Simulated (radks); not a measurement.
The numbers below are computed, except where a source is named.
Spherical quantum dot in the effective-mass picture: electrons in a parabolic well V = omega^2 r^2 / 2 with omega = 0.248, with a point charge +1 (a donor) at the centre, all in effective atomic units (hartree* = m*/eps^2 hartree, bohr* = eps/m* bohr), one dielectric constant everywhere. Level of theory: non-relativistic Kohn-Sham, PBE, spin-polarised, spherical densities (a radial shooting solver with Libxc functionals). Levels are named by radial order and angular momentum (1s, 1p, 1d, 2s, ...), and open shells are averaged over m. Results are scaled to m* = 0.063 and eps = 7.6, for which hartree* = 29.68 meV and bohr* = 6.384 nm.

N = 18, configuration 1s2 1p6 1d(up 5, down 3) 2s2. This is the lowest configuration that the search found. Occupied levels:

| level | occupation | eigenvalue (meV) | <r> (nm) |
|---|---|---|---|
| 1s up | 1 | 107.06 | 17.84 |
| 1s down | 1 | 107.16 | 17.16 |
| 1p up | 3 | 110.87 | 30.97 |
| 1p down | 3 | 111.20 | 30.76 |
| 2s up | 1 | 112.03 | 26.99 |
| 2s down | 1 | 112.28 | 27.47 |
| 1d up | 5 | 113.75 | 34.40 |
| 1d down | 3 | 114.12 | 34.34 |

Energy (meV): total 1154.01, kinetic 102.67, external 270.35, Hartree 896.02, exchange-correlation -115.02.
